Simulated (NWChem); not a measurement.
BHF, doublet; SMILES [BH]F

Program: NWChem. Spin-unrestricted. In the optimisation the excess spin sits in a' (Cs, its own frame). No stability test was run on the SCF state. The level has its own optimisation; frequencies are unscaled.

**Question.** Predict the results for UHF/STO-3G. Quantities: r B–F (Å); r B–H (Å); highest harmonic frequency (cm⁻¹); lowest (cm⁻¹); zero-point energy (kcal/mol); dipole (D).

**Answer.** 
- r B–F (Å): 1.291
- r B–H (Å): 1.171
- highest harmonic frequency (cm⁻¹): 3150
- lowest (cm⁻¹): 1218
- zero-point energy (kcal/mol): 8.5
- dipole (D): 0.25
